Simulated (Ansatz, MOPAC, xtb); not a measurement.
Spectroscopic constants of NaCl+, multiplicity 2 (lowest of 2S+1 = 2, 4 at CCSD(T)/def2-TZVPP on PBE0 minima; our sources give no spin for the ground state, which may be another).

Seven points along R, fitted to fifth degree in 1/R; most abundant isotopes. In def2 and cc sets the state is the lowest found near the PBE0 minimum, followed along R.

Codes used: Ansatz (a first-principles code); MOPAC for AM1, PM3, PM6, PM7 (differences of heats of formation); xtb for the GFN methods. Values without a source in brackets are computed. The GFN methods have no spin term and hold the electronic entropy of 300 K.

| level | r_e (Å) | ω_e (cm⁻¹) | α_e (cm⁻¹) | ω_e x_e (cm⁻¹) |
|---|---|---|---|---|
| AM1 | 2.801 | 207 | 0.0020 | 2.5 |
| PM3 | 2.853 | 190 | 0.0015 | 1.9 |
| PM6 | 2.956 | 139 | 0.0013 | 1.9 |
| PM7 | 2.701 | 242 | 0.0028 | 4.8 |
| GFN2-xTB | 2.825 | 88 | 0.0056 | 4.6 |
| SVWN5/def2-TZVPP | 2.726 | 167 | 0.0030 | 2.6 |
| PBE/def2-TZVPP | 2.812 | 152 | 0.0029 | 2.5 |
| r2SCAN/def2-TZVPP | 2.819 | 147 | 0.0031 | 2.5 |
| B97M-V/def2-TZVPP | 2.812 | 147 | 0.0031 | 2.6 |
| B3LYP/def2-TZVPP | 2.809 | 151 | 0.0030 | 2.4 |
| PBE0/def2-TZVPP | 2.805 | 151 | 0.0031 | 2.7 |
| BHLYP/def2-TZVPP | 2.784 | 156 | 0.0031 | 2.6 |
| CAM-B3LYP/def2-TZVPP | 2.775 | 158 | 0.0031 | 2.6 |
| wB97X-V/def2-TZVPP | 2.808 | 152 | 0.0030 | 2.6 |
| wB97M-V/def2-TZVPP | 2.807 | 152 | 0.0030 | 2.4 |
| B2PLYP/def2-TZVPP | 2.806 | 151 | 0.0030 | 2.4 |
| CCSD/def2-TZVPP | 2.839 | 142 | 0.0029 | 2.2 |
| CCSD/def2-QZVPP | 2.794 | 150 | 0.0033 | 2.4 |
| CCSD(T)/def2-TZVPP | 2.836 | 143 | 0.0029 | 2.2 |
| CCSD(T)/def2-QZVPP | 2.791 | 150 | 0.0033 | 2.4 |

Correlated levels freeze the inner cores; with def2 sets outer-core shells near the valence are correlated too. The state that AM1, PM3, PM6, PM7 reach isn't checked; PM7 holds dispersion and hydrogen-bond terms.
